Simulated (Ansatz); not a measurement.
`OC[SiH2]Cl` and `OC[SiH2][SiH2]O` differ in one atom or group.

Ansatz, PBE0-D4/def2-TZVP geometries, multiplicity 1. Each molecule was computed in one conformer, which needn't be the lowest.

```
                             property  `OC[SiH2]Cl`
HOMO–LUMO gap (B3LYP/def2-TZVPP) / eV          7.30
  HOMO energy (B3LYP/def2-TZVPP) / eV         -7.55
HOMO energy (ωB97M-V/def2-TZVPP) / eV        -10.12
   LUMO energy (PBE0/def2-TZVPP) / eV         -0.02
    LUMO energy (PBE/def2-TZVPP) / eV         -0.92
  HOMO–LUMO gap (PBE/def2-TZVPP) / eV          5.33
```

Question: Give the same properties after the change, and the shifts. (An estimate is asked.)

Answer: The calculation gave: 
| property | `OC[SiH2][SiH2]O` | shift |
| --- | --- | --- |
| HOMO–LUMO gap (B3LYP/def2-TZVPP) / eV | 6.88 | -0.42 |
| HOMO energy (B3LYP/def2-TZVPP) / eV | -7.47 | 0.08 |
| HOMO energy (ωB97M-V/def2-TZVPP) / eV | -9.74 | 0.38 |
| LUMO energy (PBE0/def2-TZVPP) / eV | -0.37 | -0.35 |
| LUMO energy (PBE/def2-TZVPP) / eV | -1.22 | -0.30 |
| HOMO–LUMO gap (PBE/def2-TZVPP) / eV | 5.20 | -0.13 |

With PBE0 the HOMO rises by 0.13 eV and the LUMO falls by 0.35 eV, so the gap narrows by about 0.48 eV. PBE moves the HOMO by -0.16 eV and ωB97M-V by 0.38 eV. The zero-point energy changes by 76.8 kJ/mol with +12 modes.

B3LYP here is the variant with VWN-RPA as its local correlation; programs differ in this.
